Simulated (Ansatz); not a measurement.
Stretching the Al1–I4 bond in AlH2I (SMILES [AlH2][I]) (multiplicity 1 held, fragments rigid). Energies count from the point at 2.485 Å.
Geometry at that point (charge 0, multiplicity 1):
```xyz
4

Al    -1.0295    -1.5930     0.2675
H     -0.5193    -2.6238     1.3372
H     -2.3270    -1.7805    -0.5976
I      0.3062     0.4738    -0.0796
```

Signs of static correlation in def2-TZVPP, with CASSCF(6,4), from Ansatz (a quantum-chemistry and plane-wave program) runs.

| R (Å) | T1 of restricted CCSD | ⟨S²⟩ of UHF | largest double amplitude of restricted CCSD | weight of the CASSCF reference in MRCISD | CASSCF natural occupations |
|---|---|---|---|---|---|
| 1.988 | 0.009 | 0.000 | 0.028 | 0.901 | 2.00 2.00 1.99 0.02 |
| 2.237 | 0.010 | 0.000 | 0.028 | 0.900 | 2.00 2.00 1.99 0.02 |
| 2.485 | 0.011 | 0.000 | 0.034 | 0.898 | 2.00 2.00 1.98 0.02 |
| 2.734 | 0.012 | 0.000 | 0.046 | 0.897 | 2.00 2.00 1.97 0.03 |
| 2.982 | 0.013 | 0.000 | 0.070 | 0.897 | 2.00 2.00 1.96 0.04 |
| 3.355 | 0.017 | 0.000 | 0.108 | 0.897 | 2.00 2.00 1.93 0.07 |
| 3.728 | 0.025 | (withheld) | 0.149 | 0.897 | 2.00 2.00 1.87 0.13 |
| 4.349 | 0.052 | 0.899 | 0.248 | 0.899 | 2.00 2.00 1.65 0.35 |
| 4.970 | 0.100 | 0.989 | 0.439 | 0.900 | 2.00 2.00 1.35 0.65 |
| 5.716 | (withheld) | 1.010 | 0.777 | 0.901 | 2.00 2.00 1.14 0.86 |
| 6.710 | 0.202 | 1.013 | 1.085 | 0.901 | 2.00 2.00 1.04 0.96 |
| 7.953 | 0.206 | 1.013 | 1.176 | 0.901 | 2.00 2.00 1.01 0.99 |

**Question.** What belongs in the gaps?

**Answer.** 
- 3.728, ⟨S²⟩ of UHF: 0.474
- 5.716, T1 of restricted CCSD: 0.163

Doubts at one or more of the structures used: active orbitals that take no part (SC-NEVPT2 on CASSCF(6,4)/def2-TZVPP); a restricted determinant that unrestricted orbitals would lower (R-CCSD(T)/def2-TZVPP); T1 above 0.05 (R-CCSD(T)/def2-TZVPP, U-CCSD(T)/def2-TZVPP); other coupled-cluster roots lie near (R-CCSD(T)/def2-TZVPP); a spin-contaminated determinant (U-CCSD(T)/def2-TZVPP); the program's own flag: other amplitudes (U-CCSD(T)/def2-TZVPP).
